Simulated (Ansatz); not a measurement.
Reaction (ligand exchange at the Sn–O bond): `C[O][SnH3]` + `[SiH3]S` → `[SiH3][S][SnH3]` + CH₃OH

Gas-phase electronic energies from Ansatz, PBE0-D4/def2-TZVP geometries. CCSD(T)/CBS is the MP2 limit (def2-TZVPP, def2-QZVPP) plus CCSD(T) − MP2 in def2-TZVPP, frozen cores. This one scheme is used for every species. DFT in def2-TZVPP. Elements past krypton have def2 core potentials. For Sn outer-core shells are correlated without core-valence functions, which leaves a few kJ/mol of doubt a bond.

Q: Is it downhill or uphill in electronic energy at CCSD(T)/CBS, and by how much? (An estimate is asked.)

A: Ansatz gave: Downhill: ΔE = -0.58 eV.

Q: What do these levels give: PBE0-D4, ωB97M-V, r2SCAN0, HF/def2-TZVPP, HF/def2-QZVPP, HF/CBS(def2)? (An estimate is asked.)

A: Computed: PBE0-D4 -0.65, ωB97M-V -0.56, r2SCAN0 -0.61, HF/def2-TZVPP -0.53, HF/def2-QZVPP -0.52, HF/CBS(def2) -0.52 eV.

Largest T1 diagnostic among the species: 0.013.

From PBE to PBE0 (25 % exact exchange), in def2-TZVPP and without D4, ΔE moves by −0.06 eV. The D4 term adds −0.05 eV with B3LYP and −0.03 eV with PBE0; it sums over pairs of atoms, weighted by their polarisabilities, and B3LYP, whose exchange is more repulsive, gets the larger term. At CCSD(T), def2-SVP lies +0.06 eV from the extrapolated value and def2-TZVPP +0.03 eV.

B3LYP here is the variant with VWN-RPA as its local correlation; programs differ in this.
